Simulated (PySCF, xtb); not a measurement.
H7NO2Si2, SMILES [SiH2](O[SiH2]N)O.

xtb 6.7.1 with GFN2-xTB at its own geometry gives an orbital gap of 5.98 eV and a dipole moment of 1.89 D.

The structure is a stationary point at r2SCAN-D4/def2-SVP. This is a generated structure with no PubChem entry under its InChIKey; it may be hypothetical. Other conformers were not sampled.

Task: What does PySCF with PBE/def2-TZVP give? (The exact figures need the calculation; the answer reports its results.)

Result: gap 5.89 eV (levels -6.32 and -0.43 eV), dipole 2.14 D.
